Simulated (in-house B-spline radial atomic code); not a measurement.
The numbers below are computed, except where a source is named.
**Making a Troullier-Martins s channel for Cr, r_c = 0.99 bohr**

Cr, [Ar] 3d5 4s1, non-relativistic LDA (VWN5), spherical and spin-unpolarised, from an all-electron radial atomic-structure program (B-spline basis) (atomic units). The all-electron 3s level is ε = -2.649082 hartree, its outermost node lies just inside 0.37 bohr and its outer maximum at 0.79 bohr.

Inside r_c the pseudo-orbital is u(r) = r^1 exp(p(r)), with p = c0 + c2 r² + c4 r⁴ + … + c12 r¹². The seven coefficients follow from p and its first four derivatives at r_c, from zero curvature of the screened potential at the origin, c4 = −c2²/(2l + 5), and from the norm inside r_c. At r_c the all-electron orbital has P = 1.038836, P' = -1.031762, the screened potential V = -3.725548, V' = 8.686626, V'' = -27.42736, and the norm inside is Q = 0.6367891.

What are p, p' and p'' at r_c?

p = ln(P/r_c^1) = ln(1.038836/0.99) = 0.04815. p' = P'/P − 1/r_c = -0.99319 − 1.01010 = -2.00329. The radial equation gives p'' = 2(V − ε) − 2(1) p'/r_c − p'² = -2.15293 − (-4.04705) − 4.01317 = -2.11905. Differentiating, p''' = 2V' + 2(1)p'/r_c² − 2(1)p''/r_c − 2p'p'' = 9.0761, and p'''' = 2V'' − 4(1)p'/r_c³ + 4(1)p''/r_c² − 2(1)p'''/r_c − 2p''² − 2p'p''' = -46.197.

For a trial c2 the five matching conditions are linear in c0, c6, c8, c10 and c12, and c2 is varied until the norm inside r_c equals Q. The root nearest zero gives:

```csv
n,c_n
0,0.09088371
2,1.843295
4,-0.6795477
6,-7.041624
8,10.88555
10,-6.509727
12,1.439178
```

Check c4 and p(r_c), and find the screened pseudopotential at the origin.

−c2²/5 = -0.679548, as listed. The terms c_n r_c^n are 0.09088, 1.80661, -0.65277, -6.62955, 10.04459, -5.88728, 1.27567, which sum to 0.04815. Inverting the radial equation, V_l(r) = ε + 1 p'/r + (p'' + p'²)/2, so V_l(0) = ε + (2l + 3) c2 = -2.649082 + 3 × (1.8433) = 2.8808 hartree, finite where the all-electron potential diverges.

Orbitals and screened potentials:

```tsv
r (bohr)	P	u	V all-electron	V pseudo
0.099	-0.1339	0.1104	-175.9	2.866
0.248	-0.5477	0.303	-48.98	2.341
0.396	0.1712	0.5575	-23.11	-0.0182
0.544	0.825	0.8652	-13.12	-4.274
0.693	1.127	1.109	-8.16	-7.129
0.842	1.154	1.152	-5.377	-5.82
0.99	1.039	1.039	-3.726	-3.726
```

Logarithmic derivatives P'/P at R = 1.29 bohr, for energies E around ε:

| E − ε (hartree) | all-electron | pseudo |
| --- | --- | --- |
| -0.5 | -0.267072 | -0.269457 |
| -0.25 | -0.8347 | -0.83556 |
| -0.1 | -1.2618 | -1.26197 |
| 0 | -1.59659 | -1.59659 |
| 0.1 | -1.98326 | -1.98352 |
| 0.25 | -2.69354 | -2.69571 |
| 0.5 | -4.44722 | -4.46338 |

With P(R) = 0.6948428 and a norm of 0.86594 inside R, what slope in energy does norm conservation fix?

d(P'/P)/dE = −2 × (norm inside R)/P(R)² = -3.5871 per hartree·bohr at E = ε, for both atoms, since orbital and norm agree at R. Differences over ±0.1 hartree give -3.6073 (all-electron) and -3.6077 (pseudo), which also hold third-order terms. Half a hartree below ε the two curves differ by -0.0024.
